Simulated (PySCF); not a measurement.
An EPR job on `C[CH]N=C1CCC1` [radical].

Computed with UKS B3LYP, pcH-1 on C H N, non-relativistic, mean-field spin-orbit, GIAO (PySCF 2.14.0). Geometry: GFN2-xTB. The input is one job of a driver script: a line of settings, then coordinates in Å.

Command:
```bash
OMP_NUM_THREADS=1 python probes_run.py task.json out
```

Input:
```
{"job": {"kind": "epr", "basis": "pcH-1"}, "charge": 0, "multiplicity": 2}
C      3.158868    -0.388970    -0.214297
C      1.809983     0.229147    -0.204585
N      0.748821    -0.520651    -0.307831
C     -0.478759    -0.181447    -0.093240
C     -1.752889    -0.897335    -0.406942
C     -2.516729     0.254250     0.277073
C     -1.184091     0.956981     0.597878
H      3.069612    -1.469965    -0.273909
H      3.742945    -0.028371    -1.063445
H      3.708125    -0.123016     0.691058
H      1.748959     1.317867    -0.163196
H     -1.853151    -1.869482     0.078064
H     -1.956328    -1.029582    -1.470904
H     -3.085154    -0.045178     1.154626
H     -3.165871     0.815618    -0.391129
H     -0.956668     1.062882     1.659808
H     -1.044672     1.929283     0.121060
```

Q: Estimate the output.

A: 
```
UKS, coarse grid
  cycle   1  E = -289.28980806  |g| = 3.38e-01
  cycle   2  E = -289.26382431  |g| = 4.24e-01
  cycle   3  E = -289.34931736  |g| = 6.41e-02
  cycle   4  E = -289.35042634  |g| = 4.11e-02
  cycle   5  E = -289.35121967  |g| = 6.57e-03
  cycle   6  E = -289.35126811  |g| = 3.15e-03
  cycle   7  E = -289.35128098  |g| = 1.84e-03
  cycle   8  E = -289.35128367  |g| = 2.83e-04
UKS, final grid
  cycle   1  E = -289.35128176  |g| = 2.63e-04
  cycle   2  E = -289.35128175  |g| = 3.53e-04
  cycle   3  E = -289.35128181  |g| = 6.09e-05
  cycle   4  E = -289.35128181  |g| = 3.64e-05
  cycle   5  E = -289.35128181  |g| = 1.03e-05
E = -289.35128181 Eh   <S^2> = 0.7686 (exact 0.7500)
g shifts (ppm)      1          2          3
  rmc          -141       -141       -141
  gc             40        -15         29
  oz_so          70        186        299
  total         -31         30        187
hyperfine (MHz)  atom isotope    a_iso     a_fc   dipolar eigenvalues
    0   13C     -19.38     -19.38     -1.55      0.51      1.03
    1   13C      62.63      62.63    -50.74    -48.95     99.69
    2   14N      -4.33      -4.33    -14.54      4.68      9.85
    3   13C      66.21      66.21    -49.16    -46.64     95.80
    4   13C     -19.23     -19.23     -1.65      0.35      1.30
    5   13C       2.52       2.52     -0.94     -0.70      1.65
    6   13C     -18.45     -18.45     -1.31     -0.49      1.81
    7    1H       1.79       1.79     -2.77     -2.67      5.44
    8    1H      74.35      74.35     -3.33     -2.43      5.75
    9    1H      62.08      62.08     -3.52     -2.51      6.04
   10    1H     -36.62     -36.62    -20.45     -2.04     22.49
   11    1H      70.27      70.27     -2.83     -2.26      5.08
   12    1H      60.84      60.84     -2.84     -2.61      5.45
   13    1H      -2.41      -2.41     -1.66     -1.46      3.12
   14    1H      -2.71      -2.71     -1.72     -1.46      3.19
   15    1H      49.04      49.04     -3.35     -2.10      5.45
   16    1H      66.70      66.70     -3.00     -1.64      4.65
```

rmc, gc and oz_so are the mass-correction, gauge-correction and orbital-Zeeman/spin–orbit parts of the g shift along its three principal axes; a_iso is the isotropic hyperfine coupling and a_fc its Fermi-contact part. Atoms in this output count from 0.

Q: How far is ⟨S²⟩ from the pure-spin value?

A: S = 0.5 gives S(S+1) = 0.75; the run has 0.7686, 0.0186 more.

Q: Get g_iso from the total shifts.

A: Their mean is 62 ppm; added to g_e = 2.002319 it gives 2.00238.

In short: ⟨S²⟩ 0.769; g_iso 2.0024.

The structure is a single GFN2-xTB conformer in the gas phase; no vibrational or solvent corrections.

On an Arm Neoverse N1 with one thread, on a shared host, this took 93 s (grids of density and orbitals included) and 0.97 GiB of memory at its peak.
Labels such as C1 count atoms from 1, the log's own numbers from 0.
